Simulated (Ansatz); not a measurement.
`C=[CH][GaH][F]` + H₂ → `C=[CH][GaH2]` + H–F at 700 K and 1 bar (hydrogenolysis of a Ga–F bond).

Program: Ansatz. Geometries: PBE0-D4/def2-TZVP. ΔE: electronic, gas phase. CCSD(T)/CBS is the MP2 limit (def2-TZVPP, def2-QZVPP) plus CCSD(T) − MP2 in def2-TZVPP, frozen cores. This one scheme is used for every species. For Ga outer-core shells are correlated without core-valence functions, which leaves a few kJ/mol of doubt a bond. Scalar relativity is left out up to krypton. Each species was taken in one conformer, which may not be the lowest.

```json
{"species": "`C=[CH][GaH][F]`", "CCSD(T)/CBS energy (Eh)": "-2102.25716", "H − E (kJ/mol)": "195.1", "S (J/(mol·K))": "414.9"}
{"species": "H₂", "CCSD(T)/CBS energy (Eh)": "-1.17544", "H − E (kJ/mol)": "46.8", "S (J/(mol·K))": "155.3"}
{"species": "`C=[CH][GaH2]`", "CCSD(T)/CBS energy (Eh)": "-2003.00582", "H − E (kJ/mol)": "201.1", "S (J/(mol·K))": "382.4"}
{"species": "H–F", "CCSD(T)/CBS energy (Eh)": "-100.39570", "H − E (kJ/mol)": "45.2", "S (J/(mol·K))": "198.5"}
```

H − E and S are ideal-gas, rigid-rotor, harmonic terms from PBE0-D4/def2-TZVP, for one conformer and one mirror image of each species. The MP2-based limit puts H₂ 0.8 mEh under its directly extrapolated value; such offsets cancel only in part. 1 Eh = 2625.50 kJ/mol, R = 8.31446 J/(mol·K).

**Question.** By hand: ΔE, ΔH, ΔS and ΔG.

**Answer.** ΔE = (-2003.00582) + (-100.39570) − (-2102.25716) − (-1.17544) = 0.03108 Eh = 81.6 kJ/mol. Δ(H − E) = 201.1 + 45.2 − 195.1 − 46.8 = 4.4, so ΔH = 86.0 kJ/mol. ΔS = 382.4 + 198.5 − 414.9 − 155.3 = 10.7 J/(mol·K). ΔG = 86.0 − 700 × (10.7)/1000 = 78.5 kJ/mol.

**Question.** By hand: the equilibrium constant, and the temperature at which ΔG would vanish if ΔH and ΔS stayed fixed.

**Answer.** log₁₀ K = −ΔG/(RT ln 10) = -5.9. ΔG = 0 at ΔH/ΔS = 8037 K, far beyond where these terms or the molecules hold.

The number of gas molecules stays the same, so ΔS is small and ΔH decides. A doubt of 5 kJ/mol in ΔE shifts log₁₀ K by 0.4 here. Other conformers and mirror images would add mixing entropy, several J/(mol·K) or more a flexible species. These are equilibria of isolated gas molecules and say nothing of rates. Largest T1 diagnostic: 0.014 (customary marks: 0.02 for closed shells, 0.045 for open ones).
